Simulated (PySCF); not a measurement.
```xyz
4
charge 0 multiplicity 3, angstrom
Li    1.1755    0.8272    1.1756
Li    1.1756   -0.8269   -1.1757
Li   -1.1757    0.8273   -1.1754
Li   -1.1754   -0.8276    1.1754
```

Computed with PySCF, UPBE0, basis Li def2-TZVP (no relativity, density fitting).

This geometry of Li₄ is a stationary point at this level.

Problem. What is the point group?

Solution. D2d.

Problem. Is it a minimum?

Solution. Yes: all harmonic wavenumbers are real.

Problem. List the harmonic modes with their infrared intensities.

Solution. 
```tsv
symmetry	ω (cm⁻¹)	IR (km/mol, summed over degenerate members)
a1	144	0.0
b2	156	24.0
e	217	56.2
b1	246	0.0
a1	312	0.0
```

Problem. Give the atomic charges and bond orders.

Solution. 
```
 atom  Mulliken  Löwdin  polar tensor  spin (Mulliken)  Mayer order to Li1
  Li1      0.00    0.00          0.00             0.50                   –
Li2,4      0.00    0.00          0.00             0.50                0.47
  Li3      0.00    0.00          0.00             0.50                0.27
```
Other Mayer orders above 0.3: Li–Li 0.47 (×2).

In D2d the vibrations span 2a1 + b2 + e + b1. The a1, b1 modes carry no infrared intensity, as symmetry demands.

This need not be the most stable arrangement of these atoms. At this level a broken-symmetry Ms = 0 minimum of D2h symmetry lies 19 kJ/mol below this structure.
